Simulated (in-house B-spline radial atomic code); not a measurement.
Successive ionisation energies of barium; each step leads to the configuration of the next row (after the last: [Ar] 3d10 4s2 4p1/2(2)). Dirac energy differences include first-order Breit, QED and recoil terms. NIST's values go from ground level to ground level; the uncertainty of those that are theory runs from under 0.1 % in few-electron ions to several per cent in heavy many-electron ones. Computed with an all-electron radial atomic-structure program (B-spline basis): Dirac-Hartree-Fock, jj configuration that fills j = l - 1/2 first, finite nuclei.

A number in brackets counts the electrons of a j subshell.

```csv
ion,configuration,ionisation energy (eV),tabulated value (eV),tabulated kind,computed minus tabulated (eV),highest orbital,largest mean radius (bohr)
Ba11+,[Kr] 4d3/2(4) 4d5/2(5),268.7,267.1,tabulated theory,1.6,4d5/2,0.76788
Ba12+,[Kr] 4d3/2(4) 4d5/2(4),297.1,296,tabulated theory,1.1,4d5/2,0.75534
Ba13+,[Kr] 4d3/2(4) 4d5/2(3),326.1,325,tabulated theory,1.1,4d5/2,0.7434
Ba14+,[Kr] 4d3/2(4) 4d5/2(2),355.9,354,tabulated theory,1.9,4d5/2,0.73199
Ba15+,[Kr] 4d3/2(4) 4d5/2(1),386.4,390,tabulated theory,-3.6,4d5/2,0.72107
Ba16+,[Kr] 4d3/2(4),422.2,422,tabulated theory,0.2,4d3/2,0.70403
Ba17+,[Kr] 4d3/2(3),454.2,455,tabulated theory,-0.8,4d3/2,0.69368
Ba18+,[Kr] 4d3/2(2),486.8,488,tabulated theory,-1.2,4d3/2,0.68413
Ba19+,[Kr] 4d3/2(1),?,?,tabulated theory,?,?,?
Ba20+,[Ar] 3d10 4s2 4p6,645.6,646,tabulated theory,-0.4,4p3/2,0.65322
Ba21+,[Ar] 3d10 4s2 4p1/2(2) 4p3/2(3),?,?,tabulated theory,?,?,?
Ba22+,[Ar] 3d10 4s2 4p1/2(2) 4p3/2(2),?,?,tabulated theory,?,?,?
Ba23+,[Ar] 3d10 4s2 4p1/2(2) 4p3/2(1),752.3,752,tabulated theory,0.3,4p3/2,0.63485
```

(1) Fill in the row of Ba19+.

(2) Fill in the row of Ba21+.

(3) Fill in the row of Ba22+.

Results:

(1) ionisation energy (eV): 520.1; tabulated value (eV): 520; computed minus tabulated (eV): 0.1; highest orbital: 4d3/2; largest mean radius (bohr): 0.67492.

(2) ionisation energy (eV): 680.7; tabulated value (eV): 679; computed minus tabulated (eV): 1.7; highest orbital: 4p3/2; largest mean radius (bohr): 0.64668.

(3) ionisation energy (eV): 716.3; tabulated value (eV): 717; computed minus tabulated (eV): -0.7; highest orbital: 4p3/2; largest mean radius (bohr): 0.64069.
